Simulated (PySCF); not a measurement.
# Reading the logs of faulty runs: AlBCH6Si

All numbers below are calculated, not measured. They come from PySCF 2.14.0, an open-source quantum chemistry program, on an isolated molecule that a program drew, which may never have been made. The molecule is AlBCH6Si (charge 0, singlet), drawn as the SMILES string `[AlH2][BH]C=[SiH2]`.

Each row is a Hartree-Fock (HF) and frozen-core CCSD(T) single point in the cc-pV(D+d)Z basis, meant for a local HF minimum. Run 1 is clean. Each other run has one planted mistake out of seven kinds, and not every kind appears here: one electron removed, one electron added, multiplicity raised by two, geometry at a saddle point, minimal basis STO-3G, one bond length entered in bohr, all coordinates scaled. The reference is restricted for singlets and unrestricted otherwise, and also for a bond in bohr. Adding or removing an electron swaps singlet and doublet. Electrons count all cores. HOMO and LUMO are orbital energies over both spins, the gradient is its largest component, and the lowest frequency (negative if imaginary) is given only where the gradient is small. Bond lengths are over the 9 bonds as drawn. T1 is the CCSD diagnostic: over 0.02 (restricted) or 0.045 (unrestricted) a single reference is doubtful.

Geometry of the clean run:
```xyz
10
AlBCH6Si, angstrom
Al   -1.0944   -1.2974    1.2555
B    -0.2988   -1.8882   -0.6618
C    -0.8002   -1.5400   -2.0748
Si   -2.1758   -0.5511   -2.2794
H    -2.1652   -2.1794    2.0392
H    -0.5895    0.0066    2.0191
H     0.6848   -2.5961   -0.6006
H    -0.2869   -1.9179   -2.9557
H    -2.9153   -0.0079   -1.1265
H    -2.7643   -0.1390   -3.5663
```

| run | electrons | basis functions | <S^2> | HOMO (eV) | LUMO (eV) | gradient (hartree/bohr) | lowest frequency (cm^-1) | mean bond (Å) | longest bond (Å) | T1 | HF (hartree) | CCSD(T) (hartree) | mistake |
|---|---|---|---|---|---|---|---|---|---|---|---|---|---|
| 1 | 44 | 104 | 0.000 | -9.29 | 0.89 | 8.2e-06 | 67 | 1.5376 | 2.158 | 0.0140 | -596.81407 | -597.26818 | no fault |
| 2 | 44 | 104 | 0.000 | -9.28 | 1.15 | 6.0e-02 | - | 1.4223 | 1.996 | 0.0128 | -596.75488 | -597.20202 | all coordinates scaled |
| 3 | 45 | 104 | 0.891 | -0.75 | 5.47 | 3.6e-02 | - | 1.5376 | 2.158 | 0.0254 | -596.81078 | -597.28385 | one electron added |
| 4 | 44 | 104 | 1.050 | -9.08 | 0.57 | 1.5e-02 | - | 1.6833 | 2.785 | 0.0545 | -596.70450 | -597.14571 | one bond length entered in bohr |
| 5 | 43 | 104 | 0.773 | -14.49 | -6.51 | 1.1e-01 | - | 1.5376 | 2.158 | 0.0195 | -596.52373 | -596.95240 | ? |

**Which mistake was planted in run 5, and what did it cost?**

It counts 43 electrons, one fewer than the clean run, at the same geometry and basis. So the mistake is: one electron removed. Subtracting run 1 and multiplying by 627.51 kcal/mol a hartree, the energy moved by 182.2 kcal/mol in HF and 198.2 kcal/mol in CCSD(T).

Cautions from the logs. Run 4: T1 is over the limit, so its CCSD(T) energy is less reliable.
